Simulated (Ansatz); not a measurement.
`OC(F)[TeH]` + H₂ → `OC[TeH]` + H–F at 500 K and 1 bar (hydrogenolysis of a C–F bond).

Gas-phase electronic energies from Ansatz, PBE0-D4/def2-TZVP geometries. CCSD(T)/CBS adds triple-zeta CCSD(T) − MP2 to the extrapolated MP2 energy (def2 sets, frozen cores). This one scheme is used for every species. def2 core potentials past Kr. For Te outer-core shells are correlated without core-valence functions, which leaves a few kJ/mol of doubt a bond. One conformer a species, not always the lowest.

```tsv
species	CCSD(T)/CBS energy (Eh)	H − E (kJ/mol)	S (J/(mol·K))
`OC(F)[TeH]`	-482.52376	143.3	368.3
H₂	-1.17544	41.0	145.5
`OC[TeH]`	-383.33372	159.3	347.3
H–F	-100.39570	39.4	188.7
```

H − E and S are ideal-gas, rigid-rotor, harmonic terms from PBE0-D4/def2-TZVP, for one conformer and one mirror image of each species. The MP2-based limit puts H₂ 0.8 mEh under its directly extrapolated value; such offsets cancel only in part. 1 Eh = 2625.50 kJ/mol, R = 8.31446 J/(mol·K).

Task: By hand: ΔE, ΔH, ΔS and ΔG.

Result: ΔE = (-383.33372) + (-100.39570) − (-482.52376) − (-1.17544) = -0.03022 Eh = -79.3 kJ/mol. Δ(H − E) = 159.3 + 39.4 − 143.3 − 41.0 = 14.4, so ΔH = -64.9 kJ/mol. ΔS = 347.3 + 188.7 − 368.3 − 145.5 = 22.2 J/(mol·K). ΔG = -64.9 − 500 × (22.2)/1000 = -76.0 kJ/mol.

Task: By hand: the equilibrium constant, and the temperature at which ΔG would vanish if ΔH and ΔS stayed fixed.

Result: log₁₀ K = −ΔG/(RT ln 10) = 7.9. ΔH and −TΔS have one sign here, so there is no such temperature.

ΔH outweighs TΔS. A doubt of 5 kJ/mol in ΔE shifts log₁₀ K by 0.5 here. Other conformers and mirror images would add mixing entropy, several J/(mol·K) or more a flexible species. These are equilibria of isolated gas molecules and say nothing of rates. Largest T1 diagnostic: 0.012 (customary marks: 0.02 for closed shells, 0.045 for open ones).
